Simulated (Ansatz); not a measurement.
The first iterations of a band of C2H7NOSi (12 atoms, charge 0, multiplicity 1).

Computed with RKS PBE-D4/def2-SVP (Ansatz 0.2.0).

| Property | Result |
| --- | --- |
| movable images | 5 |
| climbing image | yes |
| spring | 5.0 eV/Å² |
| optimiser | quadratic models (default) |
| start path | through a guess of the saddle point |
| force threshold | 0.05 eV/Å |
| iteration limit | 60 |
| end points | relaxed |

Initial state:

```xyz
12
Properties=species:S:1:pos:R:3
N -1.009 1.213 0.314
C -0.282 0.049 -0.033
Si 1.606 0.276 -0.141
C -0.838 -1.286 0.264
O -0.806 -0.844 -1.091
H -0.869 1.964 -0.372
H -2.019 1.038 0.389
H 2.225 -1.034 -0.537
H 2.186 0.733 1.170
H 1.900 1.316 -1.190
H -1.843 -1.343 0.733
H -0.175 -2.136 0.528
```

Final state:

```xyz
12
Properties=species:S:1:pos:R:3
N -1.234 1.099 0.052
C -0.342 -0.004 -0.138
Si 1.542 0.287 -0.140
C -0.881 -1.351 0.169
O -0.740 -0.939 -1.181
H -0.896 1.956 -0.399
H -1.376 1.300 1.049
H 2.295 -1.003 -0.313
H 1.971 0.943 1.148
H 1.870 1.225 -1.272
H -1.923 -1.407 0.542
H -0.209 -2.161 0.517
```

| iteration | highest image above the first end (eV) | largest band force component (eV/Å) |
| --- | --- | --- |
| 1 | 0.697 | 7.146 |
| 2 | 0.213 | 1.285 |

Q: Does the band converge within its limit, and where does its top end?

A: It converged. It ended after 7 iterations with the highest image 0.152 eV above the first end. A vibrational analysis at the climbing image gives one clearly imaginary mode, 406i cm⁻¹: a first-order saddle point.

The run took 89 s on 2 threads of Arm Neoverse V1 (shared host), peak memory 0.15 GiB.
